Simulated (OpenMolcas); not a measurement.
Multiconfigurational calculation on W

Input:

```
&GATEWAY
Coord
1

W 0.0 0.0 0.0
Basis=ANO-RCC-VTZP
Group=XYZ
NoMove
AngMom=0.0 0.0 0.0
AMFI
&SEWARD
* reference wave functions (RASSCF and RASSI steps not shown): 6 electrons in 6 orbitals (5d 6s)
>>> COPY JOB001 $Project.JobIph
&CASPT2
Multistate=1 1
Frozen=14 16
IPEA=0.25
Imaginary=0.1
MaxIter=60
WThr=0.0 0.3 0.05
PrWF=0.5
NoMix
>>> COPY JOB002 $Project.JobIph
&CASPT2
Multistate=23 1 2 3 4 5 6 7 8 9 10 11 12 13 14 15 16 17 18 19 20 21 22
23
Frozen=14 16
IPEA=0.25
Imaginary=0.1
MaxIter=60
WThr=0.0 0.3 0.05
PrWF=0.5
NoMix
>>> COPY JOB003 $Project.JobIph
&CASPT2
Multistate=35 1 2 3 4 5 6 7 8 9 10 11 12 13 14 15 16 17 18 19 20 21 22
23 24 25 26 27 28 29 30 31 32 33 34 35
Frozen=14 16
IPEA=0.25
Imaginary=0.1
MaxIter=60
WThr=0.0 0.3 0.05
PrWF=0.5
NoMix
...
```

Launched by
```bash
OMP_NUM_THREADS=1 MOLCAS_MEM=1689 MOLCAS_PROJECT=a pymolcas a.inp > a.log  # once for each step of the input, in one work folder
```

Output, cut to the results:

```
--- CASPT2 ---
Orbital specifications:
      -----------------------

      Symmetry species                           1   2
                                                ag  au
      Frozen orbitals                           14  16
      Inactive orbitals                          1   3
      Active orbitals                            6   0
      Secondary orbitals                        30  34
      Deleted orbitals                           0   0
      Number of basis functions                 51  53
Type of calculation                        SS-CASPT2
      Fock operator                              state-specific
      IPEA shift                                 0.25
      Real shift                                 0.00
      Imaginary shift                            0.10
      The input orbitals will be transformed to quasi-canonical
Reference energy:      -16127.4015832652
      E2 (Non-variational):      -0.3381780713
      Shift correction:          -0.0003798407
      E2 (Variational):          -0.3385579120
      Total energy:          -16127.7401411772
      Residual norm:              0.0000000369
      Reference weight:           0.92142
      Contributions to the CASPT2 correlation energy
      Active & Virtual Only:         -0.0734281849
      One Inactive Excited:          -0.1530435129
      Two Inactive Excited:          -0.1117063736
::    CASPT2 Root  1     Total energy: -16127.74014118
--- CASPT2 ---
Orbital specifications:
      -----------------------

      Symmetry species                           1   2
                                                ag  au
      Frozen orbitals                           14  16
      Inactive orbitals                          1   3
      Active orbitals                            6   0
      Secondary orbitals                        30  34
      Deleted orbitals                           0   0
      Number of basis functions                 51  53
Type of calculation                        MS-CASPT2
      Fock operator                              state-specific
      IPEA shift                                 0.25
      Real shift                                 0.00
      Imaginary shift                            0.10
      The input orbitals will be transformed to quasi-canonical
Reference energy:      -16127.3523945520
      E2 (Non-variational):      -0.3736707180
      Shift correction:          -0.0010900377
      E2 (Variational):          -0.3747607557
      Total energy:          -16127.7271553077
      Residual norm:              0.0000000942
      Reference weight:           0.88297
      Contributions to the CASPT2 correlation energy
      Active & Virtual Only:         -0.1067817646
      One Inactive Excited:          -0.1473885459
      Two Inactive Excited:          -0.1195004075
Reference energy:      -16127.3523945520
      E2 (Non-variational):      -0.3739267165
      Shift correction:          -0.0010914229
      E2 (Variational):          -0.3750181394
      Total energy:          -16127.7274126914
      Residual norm:              0.0000000713
      Reference weight:           0.88272
      Contributions to the CASPT2 correlation energy
      Active & Virtual Only:         -0.1069872599
      One Inactive Excited:          -0.1474228357
      Two Inactive Excited:          -0.1195166209
::    CASPT2 Root  1     Total energy: -16127.72715531
::    CASPT2 Root  2     Total energy: -16127.72741269
::    CASPT2 Root  3     Total energy: -16127.72703181
::    CASPT2 Root  4     Total energy: -16127.72718117
::    CASPT2 Root  5     Total energy: -16127.72758839
::    CASPT2 Root  6     Total energy: -16127.65347213
::    CASPT2 Root  7     Total energy: -16127.65377459
::    CASPT2 Root  8     Total energy: -16127.65301547
::    CASPT2 Root  9     Total energy: -16127.65318390
::    CASPT2 Root 10     Total energy: -16127.65320739
::    CASPT2 Root 11     Total energy: -16127.65311467
::    CASPT2 Root 12     Total energy: -16127.65325051
::    CASPT2 Root 13     Total energy: -16127.65341116
::    CASPT2 Root 14     Total energy: -16127.65312077
::    CASPT2 Root 15     Total energy: -16127.66231483
::    CASPT2 Root 16     Total energy: -16127.64582766
::    CASPT2 Root 17     Total energy: -16127.64587372
::    CASPT2 Root 18     Total energy: -16127.64571925
::    CASPT2 Root 19     Total energy: -16127.64227708
::    CASPT2 Root 20     Total energy: -16127.64191711
::    CASPT2 Root 21     Total energy: -16127.64219914
::    CASPT2 Root 22     Total energy: -16127.64220371
::    CASPT2 Root 23     Total energy: -16127.64221903
::    MS-CASPT2 Root  1     Total energy: -16127.73060504
::    MS-CASPT2 Root  2     Total energy: -16127.73045803
::    MS-CASPT2 Root  3     Total energy: -16127.73017170
::    MS-CASPT2 Root  4     Total energy: -16127.73006380
::    MS-CASPT2 Root  5     Total energy: -16127.72963282
::    MS-CASPT2 Root  6     Total energy: -16127.66238067
::    MS-CASPT2 Root  7     Total energy: -16127.65455134
--- CASPT2 ---
Orbital specifications:
      -----------------------

      Symmetry species                           1   2
                                                ag  au
      Frozen orbitals                           14  16
      Inactive orbitals                          1   3
      Active orbitals                            6   0
      Secondary orbitals                        30  34
      Deleted orbitals                           0   0
      Number of basis functions                 51  53
Type of calculation                        MS-CASPT2
      Fock operator                              state-specific
      IPEA shift                                 0.25
      Real shift                                 0.00
      Imaginary shift                            0.10
      The input orbitals will be transformed to quasi-canonical
Reference energy:      -16127.2962811501
      E2 (Non-variational):      -0.3686357270
      Shift correction:          -0.0007687663
...
```

Levels above the lowest, from the spin-orbit matrix with the multistate effective Hamiltonian, averaged by term, added to it:

```tsv
Configuration	Term	J	E (cm-1)	Measured (cm-1)	g	Term weight %	Second
5d4 6s2	5D	0	0.0	0.0		79	16 3P
5d4 6s2	5D	1	1270	1670	1.501	88	8 3P
5d5 6s	7S	3	1661	2951	1.986	95	4 5P
5d4 6s2	5D	2	2810	3326	1.496	93	4 5d5 6s 5D
5d4 6s2	5D	3	4300	4830	1.489	93	3 5d5 6s 5D
5d4 6s2	5D	4	5700	6219	1.478	89	8 3F
5d4 6s2	3P	0	10710	9258		62	22 1S
5d4 6s2	3H	4	14310		0.963	49	18 3G
5d4 6s2	3P	1	14670	13307	1.348	79	15 3D
5d4 6s2	3G	3	15940		0.890	62	32 3F
5d4 6s2	3D	2	16460		1.387	43	36 3P
5d4 6s2	3H	5	16750		1.093	64	36 3G
5d4 6s2	3F	2	17810		0.719	94	
5d4 6s2	3D	3	17950		1.355	80	10 5d5 6s 5P
5d4 6s2	3H	4	18330		1.039	35	31 3F
5d4 6s2	3H	6	18540		1.146	85	14 1I
5d4 6s2	3G	4	18960		1.090	43	26 3F
5d5 6s	5S	2	19400		1.793	68	21 5d4 6s2 3D
5d4 6s2	3F	3	19460		0.989	61	31 3G
5d4 6s2	3D	1	20260		0.702	82	13 3P
5d5 6s	5P	2	21160		1.621	41	22 5D
5d4 6s2	3G	5	21240		1.147	63	34 3H
5d5 6s	5G	2	21710		0.332	100	
5d5 6s	5G	3	21710		0.917	100
```

Against the 7 measured excited levels shown (NIST Handbook of Basic Atomic Spectroscopic Data) the mean absolute deviation is 870 cm-1; the largest miss in energy is 5d4 6s2 3P0 [62 %]: computed 10710, measured 9258 cm-1 (+15.7 %), and the largest in proportion 5d5 6s 7S3 (-43.7 %).

CASPT2 breaks the degeneracy within a term, and the mean is taken; among the terms shown or strongly mixed into the levels shown the widest spread is 1300 cm-1 (5d4 6s2 1I). Some high roots are left out of the spin-orbit mixing, which shifts the levels that they would mix with. Configurations are named by rounded mean occupations; where the s occupation lies near a half they are strongly mixed, a name can repeat and a true partner stay unpaired. A single d shell beside an s shell can misplace configurations of different d count against each other. The CASPT2 spread within a term exceeds the gap to the next term for 5d4 6s2 3F and 5d4 6s2 3H, 5d4 6s2 3H and 5d4 6s2 3G, 5d4 6s2 3G and 5d4 6s2 3D and others, so the order of their levels is uncertain, and so are names and mixing where such terms share a J. The lowest spin-free term belongs to 5d5 6s, not to the configuration of the lowest level. Some terms miss by over 15 % even with CASPT2, which points to a basis or an active space too small for the shells correlated. Computed and measured levels are paired by configuration, term and J; levels that our copy of the source lacks, or whose pairing is in doubt (as where it misses far off the trend of its configuration), stay unpaired and out of the deviations. Only configurations of the active space appear. The first state left out of the spin-orbit step lies near 35000 cm-1 above the lowest spin-free state of the reference (among the parities and spins computed), and the list stops at four fifths of that energy or lower. The table shows the lowest 24 of 38 levels.

The term weight is that of the spin-free term in the level, not the purity of its configuration. A share in square brackets marks a mixed level and gives the weight of the term that names it.
